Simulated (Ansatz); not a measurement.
Cost and result for the atomization energy of `C[Si]1(N)[AlH][S]1` (11 atoms, 11 bonds).

```xyz
11

C    -1.5098   -0.6245   -0.3144
Si    0.1792    0.1099   -0.0165
N     1.2584   -0.7340   -1.0428
Al    0.6685    2.0802    1.1126
S     0.6461    0.1682    2.1516
H    -1.4928   -1.6988   -0.1050
H    -1.8168   -0.4801   -1.3528
H    -2.2520   -0.1666    0.3402
H     1.0941   -1.7045   -1.2619
H     2.2396   -0.5117   -1.0676
H     0.9855    3.5618    1.5565
```

The species carries charge 0 and has multiplicity 1. All single points use the PBE0-D4/def2-TZVP geometry. It is one conformer, not always the lowest. Program: Ansatz. All runs use 4 threads of an Arm Neoverse V1 on a shared host. Times are those of one run each, without the atoms' runs, and a repeat can differ threefold. Electronic energies, without spin–orbit coupling; frozen cores. CCSD(T)/CBS adds CCSD(T) − MP2 in def2-TZVPP to the MP2 limit, and its time is that of the two runs behind it. T1 = 0.013. B3LYP takes the VWN-RPA correlation (the form of Gaussian; ORCA's B3LYP/G).

CCSD(T)/CBS is a level of theory with its own doubt, some kJ/mol a heavy atom from the limit and from the frozen cores, so smaller differences don't rank the functionals.

| level | functions | wall time | atomization (kJ/mol) | difference from CCSD(T)/CBS | per bond |
| --- | --- | --- | --- | --- | --- |
| PBE-D4/def2-TZVPP (with forces) | 272 | 3.3 s | 3816.2 | 51.3 | 4.7 |
| PBE0-D4/def2-TZVPP | 272 | 4.4 s | 3763.7 | -1.2 | -0.1 |
| r2SCAN-D4/def2-TZVPP (with forces) | 272 | 7 s | 3777.8 | 12.9 | 1.2 |
| B3LYP-D4/def2-TZVPP (with forces) | 272 | 7 s | 3747.7 | -17.2 | -1.6 |
| B2PLYP/def2-TZVPP | 272 | 7.5 s | 3701.0 | -63.9 | -5.8 |
| ωB97X-V/def2-TZVPP | 272 | 11 s | 3786.1 | 21.2 | 1.9 |
| ωB97M-V/def2-TZVPP (with forces) | 272 | 15 s | 3778.5 | 13.6 | 1.2 |
| MP2/def2-QZVPP | 504 | 27 s | 3766.3 | 1.4 | 0.1 |
| CCSD(T)/def2-TZVPP | 272 | 2.7 min | 3643.0 | -121.9 | -11.1 |
| CCSD(T)/CBS(def2) | – | 3.2 min | 3764.9 | 0.0 | 0.0 |

From PBE to PBE0 (25 % exact exchange), in def2-TZVPP and without D4, the atomization energy moves by −48.4 kJ/mol: exact exchange takes away binding that semilocal exchange gives to molecules. In def2-TZVPP, CCSD(T) changes the Hartree–Fock value by +960.9 kJ/mol (the triples alone add +63.6 kJ/mol) and MP2 by +1012.1 kJ/mol; breaking electron pairs costs correlation energy, which Hartree–Fock lacks. The D4 term adds +47.2 kJ/mol with B3LYP and +24.9 kJ/mol with PBE0; it sums over pairs of atoms, weighted by their polarisabilities, and B3LYP, whose exchange is more repulsive, gets the larger term.
